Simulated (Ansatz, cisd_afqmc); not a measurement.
Species: SnHI, charge 0, singlet. SnHI (SMILES [SnH][I]).
B3LYP-D3(BJ)/def2-TZVP minimum from Ansatz (a first-principles code):
```
Sn
H 1 1.7831
I 1 2.7586 2 92.83
```
Charge 0, spin multiplicity 1.

Atomisation energy term by term, kcal/mol (programs: Ansatz, cisd_afqmc). UHF or UKS for unpaired electrons; spin-orbit terms are left out. Cores are frozen in correlated methods (noble-gas shells, and filled d and f shells in the p block). Past Kr the def2 sets carry scalar-relativistic core potentials. AFQMC is phaseless with a CISD trial state; ± is one standard error, without the phaseless bias. Outlying blocks are dropped, and bars are widened where a walk drifts. Over all cases where full CI ran beside it in this data, AFQMC minus full CI had a median of +0.1 mEh and passed +0.4 mEh in a tenth of the cases. CBS(X,Y): correlation extrapolated as X^-3, Hartree-Fock from the larger set. A bracket is a step between two methods taken in the basis named. Where a partner has so few electrons that a lower coupled-cluster level is exact, that level stands in. Spin-orbit terms, left out, reach several kcal/mol for Br and I, and more for heavier atoms.

```json
[
 {"term": "Hartree-Fock", "basis": "def2-QZVPP", "kcal/mol": "87.15"},
 {"term": "CCSD correlation", "basis": "CBS(def2-TZVPP,def2-QZVPP)", "kcal/mol": "43.94"},
 {"term": "(T)", "basis": "CBS(def2-TZVPP,def2-QZVPP)", "kcal/mol": "3.60"},
 {"term": "CCSDT(Q) - CCSD(T)", "basis": "def2-TZVPP", "kcal/mol": "0.28"},
 {"term": "CCSDTQ - CCSDT(Q)", "basis": "def2-SVP", "kcal/mol": "-0.03"},
 {"term": "sum: De", "basis": "", "kcal/mol": "134.9"}
]
```

The step beyond CCSD(T) by other levels: CCSDTQ in def2-SVP 0.40; AFQMC/CISD in def2-SVP 0.48 ± 0.13; CCSDT(Q) in def2-SVP 0.43 kcal/mol.
